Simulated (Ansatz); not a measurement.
Consider the ligand exchange at a Ge–C bond: `B[SiH2][CH2][GeH3]` + `O[SiH](Cl)Cl` → `Cl[SiH](Cl)[O][GeH3]` + `B[SiH2]C`.

Computed with Ansatz on PBE0-D4/def2-TZVP structures; ΔE is electronic, products minus reactants. CCSD(T)/CBS adds triple-zeta CCSD(T) − MP2 to the extrapolated MP2 energy (def2 sets, frozen cores). This one scheme is used for every species. DFT in def2-TZVPP. B3LYP here is the variant with VWN-RPA as its local correlation; programs differ in this. For Ge outer-core shells are correlated without core-valence functions, which leaves a few kJ/mol of doubt a bond. Scalar relativity is left out up to krypton. Each species was taken in one conformer, which may not be the lowest.

```json
{"level": "r2SCAN-D4", "ΔE (kcal/mol)": "-12.6"}
{"level": "B3LYP-D4", "ΔE (kcal/mol)": "-13.9"}
{"level": "ωB97M-V", "ΔE (kcal/mol)": "-12.6"}
{"level": "PBE", "ΔE (kcal/mol)": "-10.6"}
{"level": "MP2/def2-TZVPP", "ΔE (kcal/mol)": "-12.2"}
{"level": "HF/def2-QZVPP", "ΔE (kcal/mol)": "-17.7"}
{"level": "SCS-MP2/def2-QZVPP", "ΔE (kcal/mol)": "-13.5"}
{"level": "MP2/CBS(def2)", "ΔE (kcal/mol)": "-11.6"}
```

Task: What does CCSD(T)/CBS give? (An estimate is asked.)

Result: Ansatz gave: -11.8 kcal/mol. The listed levels differ from it by -0.8, -2.1, -0.8, 1.2, -0.4, -5.9, -1.7, 0.2 kcal/mol.

Largest T1 diagnostic among the species: 0.011.

In def2-TZVPP, CCSD(T) changes the Hartree–Fock value by +4.8 kcal/mol (the triples alone add +0.4 kcal/mol) and MP2 by +5.0 kcal/mol.
